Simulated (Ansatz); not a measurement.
`O[SiH2][SiH3]` and `O[SiH]([SiH3])[GeH3]` differ in one atom or group.

Ansatz, PBE0-D4/def2-TZVP geometries, multiplicity 1. Each molecule was computed in one conformer, which needn't be the lowest.

Scalar relativity is left out up to krypton.

| property | `O[SiH2][SiH3]` |
| --- | --- |
| LUMO energy (B3LYP/def2-TZVPP) / eV | -0.69 |
| HOMO–LUMO gap (ωB97M-V/def2-TZVPP) / eV | 11.16 |
| size of the dipole moment (B3LYP/def2-TZVPP) / D | 1.17 |
| HOMO–LUMO gap (B3LYP/def2-TZVPP) / eV | 6.98 |
| LUMO energy (PBE0/def2-TZVPP) / eV | -0.47 |
| HOMO energy (B3LYP/def2-TZVPP) / eV | -7.67 |

What does the change do to each property? (Estimate.)

Ansatz gave: 
```json
{"property": "LUMO energy (B3LYP/def2-TZVPP) / eV", "`O[SiH]([SiH3])[GeH3]`": "-0.88", "shift": "-0.19"}
{"property": "HOMO–LUMO gap (ωB97M-V/def2-TZVPP) / eV", "`O[SiH]([SiH3])[GeH3]`": "10.58", "shift": "-0.58"}
{"property": "size of the dipole moment (B3LYP/def2-TZVPP) / D", "`O[SiH]([SiH3])[GeH3]`": "1.13", "shift": "-0.04"}
{"property": "HOMO–LUMO gap (B3LYP/def2-TZVPP) / eV", "`O[SiH]([SiH3])[GeH3]`": "6.50", "shift": "-0.48"}
{"property": "LUMO energy (PBE0/def2-TZVPP) / eV", "`O[SiH]([SiH3])[GeH3]`": "-0.70", "shift": "-0.23"}
{"property": "HOMO energy (B3LYP/def2-TZVPP) / eV", "`O[SiH]([SiH3])[GeH3]`": "-7.38", "shift": "0.29"}
```

With PBE0 the HOMO rises by 0.28 eV and the LUMO falls by 0.23 eV, so the gap narrows by about 0.51 eV. PBE moves the HOMO by 0.16 eV and ωB97M-V by 0.38 eV. Dipoles are sizes alone; their direction can turn.

B3LYP here is the variant with VWN-RPA as its local correlation; programs differ in this.
